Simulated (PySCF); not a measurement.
## `O=CC[SiH2]C=O`: 4 charge schemes on one density

Species: C3H6O2Si.
Geometry (GFN2-xTB, Å), atoms numbered from 1 in this order:
```xyz
12
C3H6O2Si angstrom
O      1.4133   -0.8554    0.8025
C      0.9765   -1.3129   -0.2206
C     -0.0011   -0.5832   -1.0670
Si    -0.2149    1.1423   -0.2673
C     -0.7479    0.7337    1.5328
O     -1.6456   -0.0357    1.7686
H      1.2893   -2.3134   -0.5730
H     -0.9390   -1.1429   -1.0539
H      0.3324   -0.5747   -2.1048
H     -1.3032    1.8519   -0.9427
H      1.0377    1.8917   -0.2750
H     -0.1964    1.1978    2.3744
```

Density: PBE0/pcSseg-1 (PySCF); schemes: Mulliken, IAO, Hirshfeld and ESP-fitted. Geometry: GFN2-xTB, one conformer, isolated molecule.

Q: Tabulate the Mulliken, IAO, Hirshfeld and ESP-fitted charges.

A: In e; atoms taken as equivalent share a row and are averaged (×n: the atom named and its like, n in all):

```csv
atom,environment,Mulliken,IAO,Hirshfeld,ESP-fitted
O1,aldehyde oxygen,-0.362,-0.385,-0.193,-0.472
C2,aldehyde carbon,+0.246,+0.280,+0.146,+0.548
C3,sp3 carbon bound to silicon,-0.583,-0.597,-0.163,-0.316
Si4,SiH2 silicon,+0.635,+0.706,+0.329,+0.336
C5,carbonyl carbon,-0.004,+0.021,+0.043,+0.312
O6,carbonyl oxygen,-0.354,-0.374,-0.221,-0.413
H7,formyl hydrogen,+0.101,+0.116,+0.052,-0.024
H8/H9,methylene hydrogen,+0.178,+0.178,+0.060,+0.099
H10/H11,Si–H hydrogen,-0.068,-0.113,-0.073,-0.093
H12,formyl hydrogen,+0.101,+0.102,+0.035,+0.018
```

Mean size of the charges over all atoms: IAO 0.264 e, Mulliken 0.240 e, ESP-fitted 0.235 e, Hirshfeld 0.121 e. Each set sums to the total charge, 0, to within 0.001 e. The IAO scheme projects the occupied orbitals on a minimal set of polarised atomic orbitals and counts the electrons in each atom's part of it. The ESP scheme fits charges at the nuclei, held to the total charge, to the electrostatic potential on points at 1.4 to 2.0 times the van der Waals radii.

Lowest charge. The schemes don't all agree: Mulliken C3 (-0.583); IAO C3 (-0.597); Hirshfeld O6 (-0.221); ESP-fitted O1 (-0.472).

Highest charge. The schemes don't all agree: Mulliken Si4 (+0.635); IAO Si4 (+0.706); Hirshfeld Si4 (+0.329); ESP-fitted C2 (+0.548).

Q: Sum the charges by element, for elements with more than one atom.

A: 
```
element  atoms  Mulliken     IAO  Hirshfeld  ESP-fitted
      O      2    -0.715  -0.760     -0.414      -0.886
      C      3    -0.341  -0.295     +0.025      +0.544
      H      6    +0.421  +0.349     +0.060      +0.006
```

Q: How many electrons does the IAO scheme count on O1?

A: Z − q = 8 − (-0.385) = 8.385.

Q: How closely do the schemes follow one another over all atoms?

A: Correlation coefficient and root-mean-square difference: Mulliken with IAO 1.00, 0.032 e; IAO with Hirshfeld 0.97, 0.193 e; Mulliken with Hirshfeld 0.95, 0.174 e; Hirshfeld with ESP-fitted 0.88, 0.179 e; IAO with ESP-fitted 0.83, 0.187 e; Mulliken with ESP-fitted 0.82, 0.183 e.

These values come from a run that also computed NMR shieldings. On an Arm Neoverse N1 with one thread, no GPU (shared host), this took 32 s of wall time (grids of density and orbitals included) and 0.68 GiB of memory at its peak.
